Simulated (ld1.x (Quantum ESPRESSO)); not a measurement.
# Configuration tests for nickel (Ni) (PAW)

nickel (Ni), PAW, made with ld1.x (Quantum ESPRESSO) 7.5 (LDA (PZ), scalar-relativistic). Core [Ar], reference 3d8 4s2 4p0. Waves: 4s (bound): rcut 1.70, rcutus 2.20 bohr; 4s channel at 0.9 Ry: rcut 1.70, rcutus 2.20 bohr; 4p (bound, empty): rcut 2.15, rcutus 2.45 bohr; 4p channel at 2.95 Ry: rcut 2.15, rcutus 2.45 bohr; 3d (bound): rcut 0.90, rcutus 1.25 bohr; 3d channel at -0.1 Ry: rcut 0.90, rcutus 1.25 bohr. Local part: all-electron potential smoothed inside 1.90 bohr (lloc = -1). Core correction: Bessel-smoothed model core inside 0.60 bohr. Augmentation charge: BESSEL, radius 0.70 bohr.

Energies are relative to the spin-unpolarised reference configuration 3d8 4s2 4p0; without spin polarisation the order of configurations can differ from experiment. Spin-polarised rows fill each open shell by Hund’s rule, majority spin first.

```json
{"valence configuration": "3d8 4s0 4p0", "charge": "+2", "ΔE all-electron (eV)": "27.260", "error AE − PS (meV)": "+0.5"}
{"valence configuration": "3d8 4s1.5 4p0", "charge": "+0.5", "ΔE all-electron (eV)": "3.843", "error AE − PS (meV)": "-0.2"}
{"valence configuration": "3d8 4s1 4p1", "charge": "0", "ΔE all-electron (eV)": "4.680", "error AE − PS (meV)": "0.0"}
{"valence configuration": "3d7 4s2 4p0", "charge": "+1", "ΔE all-electron (eV)": "16.406", "error AE − PS (meV)": "-109"}
{"valence configuration": "3d7 4s2 4p1", "charge": "0", "ΔE all-electron (eV)": "10.656", "error AE − PS (meV)": "-100"}
{"valence configuration": "3d8 4s2 4p0 (spin-polarised)", "charge": "0", "ΔE all-electron (eV)": "-0.912", "error AE − PS (meV)": "-4.1"}
{"valence configuration": "3d8 4s1 4p0 (spin-polarised)", "charge": "+1", "ΔE all-electron (eV)": "8.231", "error AE − PS (meV)": "-2.7"}
```

Task: What are ΔE and the potential's error for 3d8 4s1 4p0?

Result: ΔE = 9.601 eV all-electron; the error (AE − PS) is +0.1 meV.

Task: What are ΔE and the potential's error for 3d7 4s0 4p0?

Result: ΔE = 65.058 eV all-electron; the error (AE − PS) is -226 meV.

Levels in the configuration 3d8 4s1.5 4p0:

```
level  all-electron (eV)  pseudo (eV)
   3d            -13.504      -13.502
   4s             -9.558       -9.557
```
